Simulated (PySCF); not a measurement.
cycl[3.3.3]borane (C12H9B), SMILES B12C3C=CC=C1C=CC=C2C=CC=3.

The structure is a stationary point at B3LYP-D3(BJ)/def2-SVP.

Level of theory: TDA-CAM-B3LYP/def2-SVP (PySCF).

Vertical excitations; the highest root listed may be one member of a degenerate set. Isolated molecule, no solvent. State labels are in the subgroup C2v.

```
state  symmetry  energy (eV)  λ (nm)      f                            main pairs
-----  --------  -----------  ------  -----  ------------------------------------
S1           B1         1.03    1205  0.000                        HOMO→LUMO 99 %
S2           B2         3.49     355  0.000          HOMO−3→LUMO (degenerate set)
S3           A2         3.49     355  0.000          HOMO−4→LUMO (degenerate set)
S4           B1         3.80     326  0.305          HOMO−1→LUMO (degenerate set)
S5           A1         3.80     326  0.305          HOMO−2→LUMO (degenerate set)
S6           B1         5.57     223  0.582  HOMO→LUMO+1 78 %, HOMO−2→LUMO+3 12 %
T1           B1         0.84    1468      0                        HOMO→LUMO 99 %
T2           B1         2.05     605      0                      HOMO−1→LUMO 96 %
```
Triplets are in the Tamm–Dancoff approximation.
